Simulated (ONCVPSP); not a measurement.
**silicon (Si): excitation energies, all-electron against ONCV**

Si (Z = 14), optimised norm-conserving Vanderbilt (ONCV), made with ONCVPSP 4.0.1 (PBE, scalar-relativistic). Core [Ne], reference 3s1.75 3p2.25. Waves: 3s: rc 1.75 bohr, ncon 5, nbas 8, qcut 4.3 1/bohr, 1 projector; 3p: rc 2.25 bohr, ncon 4, nbas 9, qcut 2.9 1/bohr, 1 projector; d scattering state at 0.45 Ha: rc 1.75 bohr, ncon 4, nbas 9, qcut 6.5 1/bohr, 2 projectors, debl 1.8 Ha. Local part: polynomial inside 1.10 bohr (lpopt 5, dvloc0 6 Ha). Core correction: Teter function, fcfact 3, rcfact 1.65.

Energies are relative to the spin-unpolarised reference configuration 3s1.75 3p2.25; without spin polarisation the order of configurations can differ from experiment.

```json
{"valence configuration": "3s2 3p2", "charge": "0", "ΔE all-electron (eV)": "-1.688", "error AE − PS (meV)": "-0.1"}
{"valence configuration": "3s2 3p0", "charge": "+2", "ΔE all-electron (eV)": "22.045", "error AE − PS (meV)": "-11"}
{"valence configuration": "3s1 3p2", "charge": "+1", "ΔE all-electron (eV)": "13.482", "error AE − PS (meV)": "-0.5"}
```

(1) What are ΔE and the potential's error for 3s2 3p1?

Levels in the configuration 3s1 3p2:

```
level  all-electron (eV)  pseudo (eV)
   3s            -19.767      -19.770
   3p            -12.287      -12.286
```

Answers

(1) ΔE = 6.052 eV all-electron; the error (AE − PS) is +1.4 meV.
